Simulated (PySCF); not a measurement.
A structure optimised at PBE0-D3(BJ)/def2-SVP, used in a PySCF frequency run:

```
In
C 1 2.2122
H 2 1.0979 1 112.16
H 2 1.1017 3 109.60 1 -120.88
H 2 1.1019 3 109.29 4 -118.90
C 1 2.2122 2 117.19 3 -173.61
H 6 1.0979 1 112.16 2 -173.61
H 6 1.1017 7 109.60 1 -120.88
H 6 1.1019 7 109.29 8 -118.90
```
Charge 0, spin multiplicity 2.

Question: Write its SMILES, formula and point group.

Answer: [CH3][In][CH3], C2H6In, C2

Question: What are its rotational constants (standard atomic weights)?

Answer: 12.718, 4.2467, 3.3186 GHz
